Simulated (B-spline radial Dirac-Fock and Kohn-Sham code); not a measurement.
**Re⁶⁷⁺: eigenvalues, ΔSCF and the reference**

System: Re⁶⁷⁺ in the configuration 1s2 2s2 2p4.

The density-functional columns are spherical, spin-unpolarised Dirac-Kohn-Sham results without Breit or QED terms: −ε is minus the orbital energy of the initial state and ΔSCF the difference of two total energies. The reference in the last column comes from Dirac-Fock (average of configuration) total-energy differences with a finite nucleus, the Breit interaction including its frequency dependence, and self-energy and vacuum-polarisation corrections. All numbers are from an atomic code on a B-spline grid, in eV; a selection of levels is shown. For the 1s level of heavy atoms much of the gap between ΔSCF and the reference is the Breit and QED part, -342.1 eV here; for other levels the error of the functional can be larger.

```csv
level,LDA −ε,LDA ΔSCF,Dirac-Fock
1s,78291.9,78925.9,78574.7
2s,18524.5,18682.1,18669.4
2p,17138.5,17316.5,17283.7
```

Values without a named source are computed, but for edge energies of neutral atoms, which are taken from tables.
